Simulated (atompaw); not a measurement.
# Cutoff test, platinum (Pt), PAW (atompaw)

```json
{
 "Element": "Pt",
 "Generator": "atompaw 4.2.0.5",
 "Type": "PAW",
 "Functional": "PBE",
 "Relativity": "scalar-relativistic",
 "Frozen core": "[Kr] 4d10 4f14",
 "Valence charge": "18",
 "Reference configuration": "5s2 5p6 5d9.5 6s0.5 6p0",
 "Partial waves": "5s (bound): rc 1.55 bohr; 6s (bound): rc 2.20 bohr; 5p (bound): rc 2.05 bohr; 6p (bound, empty): rc 2.20 bohr; 5d (bound): rc 1.95 bohr; 5d channel at 1.35 Ry: rc 2.20 bohr",
 "Local potential": "troulliermartins scheme with l = 3 at 1 Ry, radius 2.16 bohr",
 "Core correction": "smooth core density matched at 2.10 bohr",
 "Augmentation charge": "besselshape compensation charge, radius 1.75 bohr; PAW radius 2.20 bohr; waves and projectors: custom polynom gramschmidtortho"
}
```

The pseudo-atom Hamiltonian at the reference potential is diagonalised in spherical Bessel functions j_l(qr) that vanish at 20 bohr, with q² up to the cutoff. All-electron valence levels (Ry): 5s -7.3914, 6s -0.3868, 5p -4.0303, 6p -0.0509, 5d -0.3873.

Task: How do the lowest levels (Ry) of each channel move with the cutoff, and are there ghosts?

Result:

```csv
cutoff (Ry),s #1,s #2,s #3,p #1,p #2,d #1,f #1,Σ f·Δε (mRy)
8,-5.8475,-0.3785,0.0118,-3.0261,-0.0360,0.0150,0.1138,12939.5
12,-7.1375,-0.3865,0.0111,-3.9156,-0.0496,-0.2602,0.1138,2403.2
18,-7.3797,-0.3866,0.0111,-4.0275,-0.0507,-0.3721,0.1138,184.8
25,-7.3898,-0.3868,0.0111,-4.0286,-0.0507,-0.3847,0.1138,38.2
40,-7.3911,-0.3868,0.0111,-4.0302,-0.0508,-0.3870,0.1138,4.5
50,-7.3913,-0.3868,0.0111,-4.0302,-0.0508,-0.3872,0.1138,1.2
60,-7.3913,-0.3868,0.0111,-4.0303,-0.0508,-0.3872,0.1138,0.7
80,-7.3914,-0.3868,0.0111,-4.0303,-0.0508,-0.3873,0.1138,0.1
400,-7.3914,-0.3868,0.0111,-4.0303,-0.0508,-0.3873,0.1138,0.0
```

Result: no extra level below or beside the all-electron valence levels (s, p, d, f tested); 10 mRy is reached at 40 Ry and 1 mRy at 60 Ry.
